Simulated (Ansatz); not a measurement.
A nudged elastic band was laid between two geometries of CH6Sn + ClH (10 atoms, charge 0, multiplicity 1).

Method: Ansatz, RKS B3LYP-D4/def2-SVP.

* movable images: 2
* climbing image: no
* spring: 5.0 eV/Å²
* optimiser: quadratic models (default)
* start path: through a guess of the saddle point
* force threshold: 0.05 eV/Å
* iteration limit: 60
* end points: relaxed

Initial state:

```xyz
10
Properties=species:S:1:pos:R:3
Sn -0.761 -0.787 -0.420
C 1.245 -0.525 0.351
H -0.864 -2.156 -1.458
H -1.908 -0.937 0.850
H -1.185 0.612 -1.354
H -0.804 2.296 -0.249
Cl -0.474 2.926 0.833
H 1.305 0.454 0.847
H 1.477 -1.319 1.075
H 1.970 -0.563 -0.474
```

Final state:

```xyz
10
Properties=species:S:1:pos:R:3
Sn -1.798 -0.122 -0.762
C 1.760 -0.061 0.740
H -0.547 -0.783 -1.726
H -1.865 -0.801 0.809
H -3.319 -0.167 -1.552
H 1.181 0.868 0.634
Cl -1.275 2.181 -0.469
H 2.580 0.097 1.454
H 1.109 -0.866 1.111
H 2.175 -0.346 -0.237
```

Which bonds break or form, and what moves?

Bonds broken: Sn1–C2, H6–Cl7. Bonds formed: Sn1–Cl7, C2–H6. CH6Sn + ClH becomes CH4 + ClH3Sn.

What energy profile does the band end with?

It converged. The highest image is number 1 of 0 to 3, 0.118 eV above the first end and 1.314 eV above the last; the last end lies 1.196 eV below the first. Neighbouring images differ by up to 1.3 eV, so the band resolves the path poorly. No image climbed, so the highest image needn't sit at the top of the path. A band with more images between the same ends climbed to 1.34 eV, so this one has probably stepped over the top. So few images can step over the top or miss a turn of the path. The orbitals stay closed-shell, which can raise the energy where a bond breaks towards radicals; this wasn't checked here.

```tsv
image	path coordinate (Å)	energy (eV)	Sn1–C2 (Å)	H6–Cl7 (Å)	Sn1–Cl7 (Å)
0	0.00	0.000	2.16	1.30	3.93
1	2.21	0.118	2.19	1.29	3.78
2	4.43	0.086	2.94	2.09	2.57
3	6.64	-1.196	3.86	3.00	2.38
```

What is the geometry of the highest image?


```xyz
10
Properties=species:S:1:pos:R:3
Sn -0.966 -0.797 -0.423
C 1.013 -0.312 0.369
H -0.746 -2.200 -1.392
H -1.992 -1.158 0.908
H -1.706 0.409 -1.397
H 0.591 1.957 0.260
Cl -0.299 2.885 0.141
H 0.951 0.210 1.336
H 1.530 -1.267 0.535
H 1.625 0.273 -0.336
```

The band took 13 iterations and roughly 60 core-seconds.

The run took 30 s on 2 threads of AMD EPYC 9R45 96-Core Processor (Zen 5), on a shared host, peak memory 0.21 GiB.
